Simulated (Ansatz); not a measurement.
A structure relaxed at PBE0-D4/def2-TZVP, charge 0, multiplicity 1:

```csv
atom,x (Å),y (Å),z (Å)
C1,1.113,-0.793,-0.512
Si2,-0.185,-0.024,0.578
N3,-1.465,0.473,-0.451
O4,0.370,1.266,1.444
H5,1.992,-1.061,0.079
H6,0.741,-1.705,-0.988
H7,1.433,-0.105,-1.299
H8,-0.593,-0.970,1.650
H9,-2.347,0.789,-0.082
H10,-1.576,0.061,-1.362
H11,0.517,2.069,0.942
```

**Question.** Give its formula and SMILES.

**Answer.** CH7NOSi, `C[SiH](N)O`.

**Question.** Summarise the bond lengths by kind.

**Answer.** 1 × C–Si 1.862 Å; 3 × C–H 1.092 to 1.094 Å; 1 × N–Si 1.716 Å; 1 × O–Si 1.649 Å; 1 × H–Si 1.487 Å; 2 × H–N 1.006 to 1.007 Å; 1 × H–O 0.959 Å.

Program: Ansatz 0.2.0.
